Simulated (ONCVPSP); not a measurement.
## Building the ONCV potential for chlorine (PBE, scalar-relativistic).

- Element: chlorine
- Generator: ONCVPSP 4.0.1
- Type: optimised norm-conserving Vanderbilt (ONCV)
- Functional: PBE
- Relativity: scalar-relativistic
- Frozen core: [Ne]
- Valence charge: 7
- Reference configuration: 3s2 3p5
- Partial waves: 3s: rc 1.35 bohr, ncon 3, nbas 7, qcut 3.8 1/bohr, 2 projectors, debl 0.9 Ha; 3p: rc 1.50 bohr, ncon 4, nbas 7, qcut 4.6 1/bohr, 2 projectors, debl 3.4 Ha
- Local potential: polynomial inside 0.95 bohr (lpopt 1, dvloc0 -1 Ha)
- Core correction: none

- Cutoffs needed: 67 Ha and 109 Ha (the cutoffs (Ha) at which the residual kinetic energy of the hardest occupied pseudo-wave falls to 1 and 0.1 mHa per electron)
- Ghost test: no bound ghost flagged; GHOST(+) flagged for s at 192.3 eV
- Largest excitation error: +171 meV (all-electron minus pseudo) for 3s2 3p1, out of 4 test configurations
